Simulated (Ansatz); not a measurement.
`C[SiH2]C(C)=S` + `CN[SiH3]` → `C[SiH2]N(C)[SiH3]` + `CC=S` at 400 K and 1 bar (ligand exchange at the Si–C bond).

Gas-phase electronic energies from Ansatz, PBE0-D4/def2-TZVP geometries. CBS: MP2 limit from def2 TZ/QZ plus the TZ coupled-cluster correction, frozen cores. One conformer a species, not always the lowest.

```json
{"species": "`C[SiH2]C(C)=S`", "CCSD(T)/CBS energy (Eh)": "-805.81723", "H − E (kJ/mol)": "294.2", "S (J/(mol·K))": "412.1"}
{"species": "`CN[SiH3]`", "CCSD(T)/CBS energy (Eh)": "-386.04948", "H − E (kJ/mol)": "233.7", "S (J/(mol·K))": "327.3"}
{"species": "`C[SiH2]N(C)[SiH3]`", "CCSD(T)/CBS energy (Eh)": "-715.62877", "H − E (kJ/mol)": "366.8", "S (J/(mol·K))": "445.2"}
{"species": "`CC=S`", "CCSD(T)/CBS energy (Eh)": "-476.26007", "H − E (kJ/mol)": "160.4", "S (J/(mol·K))": "291.1"}
```

H − E and S are ideal-gas, rigid-rotor, harmonic terms from PBE0-D4/def2-TZVP, for one conformer and one mirror image of each species. 1 Eh = 2625.50 kJ/mol, R = 8.31446 J/(mol·K).

Q: By hand: ΔE, ΔH, ΔS and ΔG.

A: ΔE = (-715.62877) + (-476.26007) − (-805.81723) − (-386.04948) = -0.02213 Eh = -58.1 kJ/mol. Δ(H − E) = 366.8 + 160.4 − 294.2 − 233.7 = -0.7, so ΔH = -58.8 kJ/mol. ΔS = 445.2 + 291.1 − 412.1 − 327.3 = -3.1 J/(mol·K). ΔG = -58.8 − 400 × (-3.1)/1000 = -57.6 kJ/mol.

Q: By hand: the equilibrium constant, and the temperature at which ΔG would vanish if ΔH and ΔS stayed fixed.

A: log₁₀ K = −ΔG/(RT ln 10) = 7.5. ΔG = 0 at ΔH/ΔS = 18968 K, far beyond where these terms or the molecules hold.

The number of gas molecules stays the same, so ΔS is small and ΔH decides. A doubt of 5 kJ/mol in ΔE shifts log₁₀ K by 0.7 here. Other conformers and mirror images would add mixing entropy, several J/(mol·K) or more a flexible species. Modes under 60 cm⁻¹, often nearly free rotors, make the harmonic entropy too high. These are equilibria of isolated gas molecules and say nothing of rates. Largest T1 diagnostic: 0.016 (customary marks: 0.02 for closed shells, 0.045 for open ones).
